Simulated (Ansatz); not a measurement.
`C=C[Si](O)(O)[SiH3]` + `B[NH][GeH3]` → `O[SiH](O)[SiH3]` + `B[N]([GeH3])C=C`  (redistribution)

Computed with Ansatz on PBE0-D4/def2-TZVP structures; ΔE is electronic, products minus reactants. CBS: MP2 limit from def2 TZ/QZ plus the TZ coupled-cluster correction, frozen cores. This one scheme is used for every species. Functionals use def2-TZVPP. B3LYP here is the variant with VWN-RPA as its local correlation; programs differ in this. For Ge outer-core shells are correlated without core-valence functions, which leaves a few kJ/mol of doubt a bond. Scalar relativity is left out up to krypton. Each species was taken in one conformer, which may not be the lowest.

```csv
level,ΔE (kJ/mol),difference from CCSD(T)/CBS
B3LYP-D4,45.8,-1.6
B2PLYP,47.1,-0.3
PBE,42.3,-5.1
PBE0,45.1,-2.3
B3LYP,46.8,-0.6
HF/def2-TZVPP,53.9,6.5
SCS-MP2/def2-TZVPP,46.7,-0.7
CCSD(T)/def2-TZVPP,47.5,0.1
HF/def2-QZVPP,53.6,6.2
SCS-MP2/def2-QZVPP,47.0,-0.4
CCSD(T)/CBS,47.4,0
```

Largest T1 diagnostic among the species: 0.013.

In def2-TZVPP, CCSD(T) changes the Hartree–Fock value by −6.4 kJ/mol (the triples alone add −1.7 kJ/mol) and MP2 by −8.0 kJ/mol.
